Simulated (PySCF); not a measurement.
Al(CF3)(F)(OH) (CHAlF4O), SMILES [F][Al]([C](F)(F)F)[OH].

Coordinates come from a PBE0-D3(BJ)/def2-SVP optimisation. The structure was generated by enumeration; whether it is a known compound was not checked. The values are those of a single conformer.

Two levels are set side by side: PBE/def2-TZVP (PySCF) and ωB97X/def2-TZVP (PySCF). Same geometry, gas phase. Differences are taken from unrounded values.

```tsv
quantity	ωB97X
orbital gap (eV)	12.89
highest occupied level (eV)	-11.87
lowest empty level (eV)	1.02
dipole moment (D)	2.70
mean polarisability (bohr³)	37.1
```

**Question.** What does PBE give, and how far is it from ωB97X? (An estimate is asked for; the answer gives what the named calculation found.)

**Answer.** 
| quantity | PBE | PBE minus ωB97X |
|---|---|---|
| orbital gap (eV) | 5.99 | -6.90 |
| highest occupied level (eV) | -7.78 | 4.09 |
| lowest empty level (eV) | -1.79 | -2.81 |
| dipole moment (D) | 2.44 | -0.26 |
| mean polarisability (bohr³) | 40.9 | 3.8 |

PBE's occupied levels lie high since its potential decays too fast outside the molecule; exact exchange lowers them and widens the gap. Loosely held outer electrons make PBE densities more polarisable. Differences between two approximate levels are no errors against the true value.

Rough cost on one machine, each run with all the roots and properties that it gave: ωB97X against PBE within a factor of 2.
